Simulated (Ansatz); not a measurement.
One change: `C[O][GeH]([Cl])[O]C` becomes `C[O][GeH]([OH])[Cl]`.

Ansatz, PBE0-D4/def2-TZVP geometries, multiplicity 1. Each molecule was computed in one conformer, which needn't be the lowest.

Scalar relativity is left out up to krypton.

```json
{"property": "LUMO energy (ωB97M-V/def2-TZVPP) / eV", "`C[O][GeH]([Cl])[O]C`": "2.08"}
{"property": "LUMO energy (B3LYP/def2-TZVPP) / eV", "`C[O][GeH]([Cl])[O]C`": "-0.25"}
{"property": "HOMO–LUMO gap (PBE/def2-TZVPP) / eV", "`C[O][GeH]([Cl])[O]C`": "5.75"}
{"property": "HOMO–LUMO gap (ωB97M-V/def2-TZVPP) / eV", "`C[O][GeH]([Cl])[O]C`": "12.82"}
{"property": "size of the dipole moment (B3LYP/def2-TZVPP) / D", "`C[O][GeH]([Cl])[O]C`": "1.12"}
{"property": "HOMO–LUMO gap (B3LYP/def2-TZVPP) / eV", "`C[O][GeH]([Cl])[O]C`": "7.82"}
```

(1) Give the same properties after the change, and the shifts. (An estimate is asked.)

Results:

(1) The calculation gave: 
```
                                        property  `C[O][GeH]([OH])[Cl]`  shift
           LUMO energy (ωB97M-V/def2-TZVPP) / eV                   1.89  -0.19
             LUMO energy (B3LYP/def2-TZVPP) / eV                  -0.38  -0.13
             HOMO–LUMO gap (PBE/def2-TZVPP) / eV                   5.76   0.01
         HOMO–LUMO gap (ωB97M-V/def2-TZVPP) / eV                  12.72  -0.10
size of the dipole moment (B3LYP/def2-TZVPP) / D                   1.44   0.32
           HOMO–LUMO gap (B3LYP/def2-TZVPP) / eV                   7.81  -0.01
```

Dipoles are sizes alone; their direction can turn.

B3LYP here is the variant with VWN-RPA as its local correlation; programs differ in this.
